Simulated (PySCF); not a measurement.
Computed shifts of a molecule C₃H₅BF₂, KT2/pcSseg-1 run with PySCF, GIAO, gas phase, equivalent atoms averaged, in ppm (number of nuclei): ¹³C: 170.7 (1), 108.3 (1), 4.0 (1). ¹⁹F: -71.0 (1), -137.7 (1). ¹H: 5.76 (1), 5.64 (1), 0.97 (3). References: ¹³C against TMS (σ = 185.1 ppm); ¹⁹F against CFCl3 (σ = 127.1 ppm); ¹¹B against BF3 (σ = 89.8 ppm); ¹H against TMS (σ = 31.47 ppm), references at their B3LYP-D3(BJ)/def2-TZVP geometries, non-relativistic. Geometry: PBE0-D3(BJ)/def2-SVP. One conformer was computed; it need not be the lowest.

Question: Which structure fits?
(A) C=CB(F)CF
(B) C=C(C)B(F)F
(C) FB(F)C1CC1
(D) C=C(F)B(C)F

Answer: D, C=C(F)B(C)F
